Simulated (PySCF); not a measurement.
C4H7, SMILES [CH2]C(=C)C, multiplicity 2.

The structure is a stationary point at B3LYP-D3(BJ)/def2-SVP. The isomer is the one that the SMILES or the coordinates give; other isomers of the formula were not compared.

Level of theory: PySCF with r2SCAN/def2-TZVP.

Isolated molecule, no solvent.

Computed frontier levels, dipole moment and polarisability:
| Property | Result |
|---|---|
| α spin, highest occupied and lowest empty level | -5.02 and 0.22 eV |
| β spin, highest occupied and lowest empty level | -6.81 and -2.46 eV |
| dipole moment | 0.32 D |
| quadrupole, principal values (traceless, Buckingham form, about the centre of nuclear charge) | -3.87, 1.73, 2.14 D·Å |
| mean static polarisability | 50.7 bohr³ (7.51 Å³) |
| polarisability, principal values | 34.8, 52.5, 64.8 bohr³ |
| ⟨S²⟩ | 0.801 (pure state 0.75) |
